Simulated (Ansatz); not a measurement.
Stepwise substitution at one centre (Ga CH3-OH). Gas-phase values, no solvent. One relaxed conformer stands for each flexible species; it need not be the lowest. Strings in code marks are SMILES.

Quantity: vertical ionisation energy (energy after one electron is removed minus that of the parent at the parent's geometry), in eV.

Case: `[CH3][Ga]([CH3])[OH]` (C–Ga–O–H torsion 180°). Geometry of `[CH3][Ga]([CH3])[OH]` (neutral, multiplicity 1, Å):

```xyz
11

C      1.7928    -0.5387    -0.3183
Ga    -0.1178    -0.0477    -0.2335
C     -1.7148    -1.1724     0.1174
O     -0.4037     1.7121    -0.5305
H      2.1321    -0.9560     0.6307
H      1.9680    -1.2944    -1.0852
H      2.3935     0.3394    -0.5488
H     -2.3948    -1.1395    -0.7354
H     -1.4529    -2.2126     0.3054
H     -2.2610    -0.7944     0.9831
H     -1.3142     2.0120    -0.5040
```

Q: Estimate the vertical ionisation energy (energy after one electron is removed minus that of the parent at the parent's geometry) that frozen-core CCSD(T)/cc-pVTZ // M06-2X/def2-TZVP (Ansatz, a quantum-chemistry and plane-wave program) returns for this input.

A: 9.99 eV.
